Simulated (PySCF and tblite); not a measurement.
Values are calculated unless marked as measured or tabulated.
C8H11ClO2Si, numbered as in [CH3:1][Si:2]([CH3:3])([CH3:4])[c:5]1[c:6]([Cl:7])[o:8][cH:9][cH:10][c:11]1=[O:12].

Geometries GFN2-xTB; weights from PBE0-D3(BJ)/6-31G* energies and GFN2-xTB thermal corrections, with symmetry numbers and mirror pairs. Conformers within 2.5 kcal/mol (GFN2-xTB free energy) were kept, 3 at most. (PySCF 2.14, tblite 0.8.)

Torsions listed: C1–Si2–C5–C6.

```csv
conformer,shape,symmetry,dipole D
1,-60°,Cs,2.36
2,0°,Cs,2.31
```

Q: Which of these conformers is the most populated at 298.15 K, and with what share?

A: Conformer 2, about 85 %.

Q: Give the DFT energies and free energies relative to the lowest, and all weights.

A: 
```json
{"conformer": "1", "shape": "-60°", "E(DFT) kcal/mol": "1.67", "G(298.15 K) kcal/mol": "1.03", "weight %": "15.0"}
{"conformer": "2", "shape": "0°", "E(DFT) kcal/mol": "0.00", "G(298.15 K) kcal/mol": "0.00", "weight %": "85.0"}
```

Q: How does its share change from 250 K to 350 K?

A: From 90 % to 80 %; the mixing entropy goes from 0.65 to 0.99 cal/(mol K).


Conformer gaps in 6-31G* on xTB geometries can be 2 kcal/mol off for S=O, P=O and other polar bonds.